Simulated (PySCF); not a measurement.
# Nd³³⁺ (neodymium, charge +33) across methods

[Ar] 3d9, 2D determinant. Computed with PySCF 2.14 in an uncontracted even-tempered set (17 s from 5 bohr⁻², ratio 2.5; 11 p from 6.5 bohr⁻², ratio 2.5; 8 d from 6.5 bohr⁻², ratio 2.5; 4 f from 30 bohr⁻², ratio 2.7; 3 g from 45 bohr⁻², ratio 2.7), with the non-relativistic Hamiltonian (point nucleus).

| method | E (hartree) | mean ε 3p β (eV) | mean ε 3d α (eV) | mean ε 3d β (eV) | Σ⟨r²⟩ (bohr²) | ⟨S²⟩ |
| --- | --- | --- | --- | --- | --- | --- |
| r2SCAN | -8652.68 | -2455.0 | -2200.7 | -2195.7 | 1.307 | 0.750 |
| BHandHLYP | -8652.80 | -2478.9 | -2223.1 | -2217.7 | 1.307 | 0.750 |
| PBE | -8651.87 | -2447.0 | -2195.9 | -2191.3 | 1.308 | 0.750 |
| PBE0 | -8652.15 | -2463.2 | -2209.7 | -2204.6 | 1.307 | 0.750 |
| LDA | -8645.42 | -2446.0 | -2195.6 | -2190.8 | 1.308 | 0.750 |
| UHF | -8651.43533 | -2509.5 | -2248.8 | -2242.5 | 1.306 | 0.750 |

Task: Estimate the same row for TPSSh.

Result: E (hartree) = -8652.36; mean ε 3p β (eV) = -2455.1; mean ε 3d α (eV) = -2201.4; mean ε 3d β (eV) = -2196.6; Σ⟨r²⟩ (bohr²) = 1.308; ⟨S²⟩ = 0.750.

A non-relativistic calculation at this Z misses sizeable relativistic shifts. Spin-orbit coupling, absent here, splits the open shell strongly.
